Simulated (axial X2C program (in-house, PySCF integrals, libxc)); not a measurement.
## Which molecule has these constants?

All values come from calculations with an axial X2C code built on PySCF integrals, spin-free (one-electron X2C) or two-component (2c: spin–orbit coupling with atomic mean-field Coulomb and Gaunt terms, which also bring small scalar terms), in Dyall basis sets with cores contracted in-house; open shells are unrestricted.

A two-component CCSD(T) calculation in a Dyall 3-zeta basis gave Re = 2.035 Å, ωe = 636.6 cm⁻¹, De = 2.55 eV, Ω = 1/2.

**Question.** Which molecule is it?
A. CI
B. SiI
C. SnI
D. GeI

**Answer.** A. The others have GeI 2.548 Å and 239.1 cm⁻¹ (Ω = 1/2); SiI 2.463 Å and 358.3 cm⁻¹ (Ω = 1/2); SnI 2.748 Å and 192.3 cm⁻¹ (Ω = 1/2).

Frozen shells (counts by l): CI I 4s3p2d, C 1s, 11 electrons correlated; GeI I 4s3p2d, Ge 3s2p1d, 11 electrons correlated; SiI I 4s3p2d, Si 2s1p, 11 electrons correlated; SnI I 4s3p2d, Sn 4s3p2d, 11 electrons correlated. Coupled cluster in natural virtuals with an MP2 remainder. Where the outer core of a metal is frozen, bonds come out longer and ionisation energies lower.

Each entry is the lowest single determinant of a limited PBE0 search at one distance. De goes to single-determinant-based atoms at the same level (for ions the charge split of lowest energy) and is withheld (n/a) where an atom does not fit its ground term or J level. Main or longest-lived isotopes. Some light 2c atoms are not at their ground J level, so De misses part of their lowering (0.04 eV or less).
